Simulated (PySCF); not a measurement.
Constitutional and geometric isomers with formula CH2B2O. All species are isolated molecules in the gas phase. One relaxed conformer stands for each flexible species; it need not be the lowest. Strings in code marks are SMILES.

Quantity: electronic energy of isomers of CH2B2O relative to `[H]/B=C\B=O`, in kcal/mol.

Case: `OC1B=B1` (H–O–C–B torsion 133°). Geometry of `OC1B=B1` (neutral, multiplicity 1, Å):

```xyz
6

O      1.3113    -0.8631    -0.3686
C      0.1289    -0.2932     0.0627
B     -0.9624    -1.2121    -0.8360
B     -1.3532    -0.4406     0.4644
H      1.9479    -0.1638    -0.5914
H      0.3306     0.6730     0.5747
```

### Question
Estimate the electronic energy of isomers of CH2B2O relative to `[H]/B=C\B=O` that B3LYP/3-21G // r2SCAN-D4/def2-TZVP (PySCF) returns for this input.

### Answer
188.4 kcal/mol.
